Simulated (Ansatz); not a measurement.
Geometry optimisation, RKS r2SCAN-D4/def2-mTZVP (Ansatz 0.2.0).

input.yaml

```yaml
crystal:
  periodic: [false, false, false]
  atoms:
    - { symbol: Al, position_ang: [-1.31583, 0.3803, -0.88601] }
    - { symbol: Se, position_ang: [0.70671, 1.46338, -0.61404] }
    - { symbol: Al, position_ang: [1.3946, -0.21621, 0.81884] }
    - { symbol: H, position_ang: [-1.54837, -0.66043, -1.99983] }
    - { symbol: H, position_ang: [-2.53609, 0.66344, 0.01328] }
    - { symbol: H, position_ang: [2.17646, -1.45325, 0.33121] }
    - { symbol: H, position_ang: [1.12252, -0.17723, 2.33655] }
basis:
  gaussian: { orbitals: def2-mTZVP }
hamiltonian:
  xc: r2scan
  dispersion: d4
relax:
  f_tol: 0.015
  max_steps: 40
output:
  orbitals: {}
```

Launched with:

```bash
$ ansatz run input.yaml --threads 2 --pin off --max-ram 3072MiB --backend cpu --events-out ev --progress --plain --runs-dir out
```

Question: Where does it end, and by what steps?

Answer: The run converged. After 17 steps the energy has fallen by 0.555 eV; Se2 moved furthest, 1.71 Å.

```tsv
step	energy less start (eV)	largest force component (eV/Å)	accepted
0	0.0000	0.622	yes
1	-0.1067	0.218	yes
2	-0.0875	0.552	no
3	-0.1250	0.043	yes
4	-0.1283	0.057	yes
5	-0.1390	0.052	yes
6	-0.1561	0.155	yes
7	-0.1851	0.221	yes
8	-0.2269	0.284	yes
9	-0.2765	0.318	yes
10	-0.3673	0.204	yes
11	-0.4388	0.144	yes
12	-0.5004	0.096	yes
13	-0.5331	0.163	yes
14	-0.5484	0.039	yes
15	-0.5488	0.156	yes
16	-0.5510	0.098	yes
17	-0.5551	0.005	yes
```

```xyz
7
Properties=species:S:1:pos:R:3
Al -1.447 0.281 -0.966
Se 0.815 -0.085 -1.331
Al 1.502 -0.288 0.876
H -2.343 0.485 -2.254
H -2.025 0.320 0.507
H 3.047 -0.532 1.111
H 0.452 -0.182 2.056
```

Run time: 34 s on 2 threads of Intel(R) Xeon(R) Platinum 8488C (Sapphire Rapids), with other jobs on the host, peak memory 0.17 GiB.
